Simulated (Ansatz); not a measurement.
Geometry optimisation, Ansatz, RKS PBE0/def2-SVP.

Input file:

```yaml
crystal:
  periodic: [false, false, false]
  atoms:
    - { symbol: Ge, position_ang: [-0.573389, -0.000137, -0.40348] }
    - { symbol: H, position_ang: [0.161789, 0.000729, 2.260332] }
    - { symbol: F, position_ang: [0.961083, -0.000283, 0.34741] }
    - { symbol: F, position_ang: [-0.592782, 1.383376, -1.402913] }
    - { symbol: F, position_ang: [-0.592887, -1.383324, -1.403363] }
    - { symbol: Br, position_ang: [-2.498028, -4.2e-05, 0.94692] }
    - { symbol: H, position_ang: [-0.387186, -0.000319, 2.720492] }
basis:
  gaussian: { orbitals: def2-SVP }
hamiltonian:
  xc: pbe0
relax:
  f_tol: 0.03
  max_steps: 50
output:
  orbitals: {}
```

Run as:

```bash
$ ansatz run input.yaml --threads 4 --pin off --max-ram 5120MiB --backend cpu --events-out ev --progress --plain --runs-dir out
```

Q: Where does it end, and by what steps?

A: The forces met the threshold. The force dipped under the threshold on the way, but the program's further checks kept it going. After 16 steps the energy has fallen by 0.352 eV; H7 moved furthest, 1.13 Å.

```tsv
step	energy less start (eV)	largest force component (eV/Å)	accepted
0	0.0000	1.449	yes
1	-0.2386	0.215	yes
2	-0.3031	0.198	yes
3	-0.3314	0.238	yes
4	-0.3358	0.751	yes
5	-0.3458	0.171	yes
6	-0.3475	0.108	yes
7	-0.3466	0.470	no
8	-0.3493	0.019	yes
9	-0.3485	0.375	no
10	-0.3501	0.078	yes
11	-0.3506	0.090	yes
12	-0.3509	0.123	yes
13	-0.3513	0.051	yes
14	-0.3515	0.014	yes
15	-0.3516	0.015	yes
16	-0.3517	0.018	yes
```

```xyz
7
Properties=species:S:1:pos:R:3
Ge -0.770 0.000 -0.733
H 0.374 0.000 2.910
F 0.518 0.000 0.394
F -0.561 1.374 -1.725
F -0.561 -1.374 -1.726
Br -2.766 0.000 0.285
H 0.244 0.000 3.660
```

Whether the end is a true minimum wasn't checked by a vibrational analysis.

Run time: 35 s on 4 threads of Arm Neoverse V1, with other jobs on the host, peak memory 0.32 GiB.
